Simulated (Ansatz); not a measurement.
Molecule: HgCl2 (charge 0, triplet). The spin state was set by rule; other spins were not relaxed. 
Coordinates optimised at B3LYP-D3(BJ)/def2-TZVP (Ansatz, a quantum-chemistry and plane-wave program):
```xyz
3

Hg    -0.4527     0.3650    -0.3498
Cl     2.0150    -0.6096    -0.1461
Cl     0.1155    -1.1083     1.7921
```
Charge 0, spin multiplicity 3.

Dipole moments at this geometry, in debye (magnitudes).

```json
[
 {"level": "PBE/def2-TZVPD", "program": "Ansatz", "dipole (D)": "2.90"},
 {"level": "B97M-V/def2-TZVPD", "program": "Ansatz", "dipole (D)": "3.37"},
 {"level": "PBE0/def2-TZVPD", "program": "Ansatz", "dipole (D)": "3.40"},
 {"level": "CAM-B3LYP/def2-TZVPD", "program": "Ansatz", "dipole (D)": "3.53"},
 {"level": "LC-wPBE/def2-TZVPD", "program": "Ansatz", "dipole (D)": "3.78"},
 {"level": "CCSD(T)/def2-SVPD", "program": "Ansatz", "dipole (D)": "3.49"}
]
```
